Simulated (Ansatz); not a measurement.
Isolated molecules relaxed with PBE0-D4/def2-TZVP in Ansatz; ΔE leaves out vibrations. CBS: MP2 limit from def2 TZ/QZ plus the TZ coupled-cluster correction, frozen cores. DFT in def2-TZVPP. B3LYP here is the variant with VWN-RPA as its local correlation; programs differ in this. No spin–orbit coupling; open shells (•) take unrestricted orbitals. Elements past krypton have def2 core potentials. For Sn outer-core shells are correlated without core-valence functions, which leaves a few kJ/mol of doubt a bond. Each species was taken in one conformer, which may not be the lowest.

Reaction (homolysis of the O–Sn bond): `C[O][SnH2][S]C` → `C[O]`• + `C[S][SnH2]`•

| level | ΔE (kcal/mol) | difference from CCSD(T)/CBS |
| --- | --- | --- |
| PBE-D4 | 73.3 | -11.2 |
| r2SCAN-D4 | 71.9 | -12.6 |
| PBE0-D4 | 73.6 | -10.9 |
| B3LYP-D4 | 72.3 | -12.2 |
| ωB97X-V | 79.1 | -5.4 |
| ωB97M-V | 77.7 | -6.8 |
| B2PLYP | 75.9 | -8.6 |
| PBE | 71.2 | -13.3 |
| r2SCAN | 71.2 | -13.3 |
| PBE0 | 71.7 | -12.8 |
| B3LYP | 69.0 | -15.5 |
| HF/def2-TZVPP | 48.1 | -36.4 |
| MP2/def2-TZVPP | 88.9 | 4.4 |
| SCS-MP2/def2-TZVPP | 85.9 | 1.4 |
| CCSD/def2-TZVPP | 76.9 | -7.6 |
| CCSD(T)/def2-TZVPP | 79.6 | -4.9 |
| HF/def2-QZVPP | 48.6 | -35.9 |
| MP2/def2-QZVPP | 91.8 | 7.3 |
| SCS-MP2/def2-QZVPP | 88.8 | 4.3 |
| HF/CBS(def2) | 48.6 | -35.9 |
| MP2/CBS(def2) | 93.7 | 9.2 |
| CCSD/CBS(def2) | 81.7 | -2.8 |
| CCSD(T)/CBS | 84.5 | 0 |

Largest T1 diagnostic among the species: 0.019.

In def2-TZVPP, CCSD(T) changes the Hartree–Fock value by +31.5 kcal/mol (the triples alone add +2.8 kcal/mol) and MP2 by +40.7 kcal/mol; breaking electron pairs costs correlation energy, which Hartree–Fock lacks. The D4 term adds +3.3 kcal/mol with B3LYP and +1.9 kcal/mol with PBE0; it sums over pairs of atoms, weighted by their polarisabilities, and B3LYP, whose exchange is more repulsive, gets the larger term.
